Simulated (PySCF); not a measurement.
Level of theory: BP86-D3(BJ)/def2-TZVP // BP86-D3(BJ)/def2-SVP (PySCF 2.14.0). Gas-phase values, no solvent. 

Reference species: [Ti(Cl)3] (neutral, multiplicity 2).

The spin population on the central atom (Mulliken) is 1.11. The coordination number is 3.

Changed species: [Pd(Cl)3] (M = Pd, multiplicity 2; the reference has M = Ti, multiplicity 2).

Question: What does the change do to the spin population on the central atom (Mulliken) and coordination number?

Answer: the spin population on the central atom (Mulliken) falls by 0.70, to 0.41; the coordination number stays essentially unchanged.
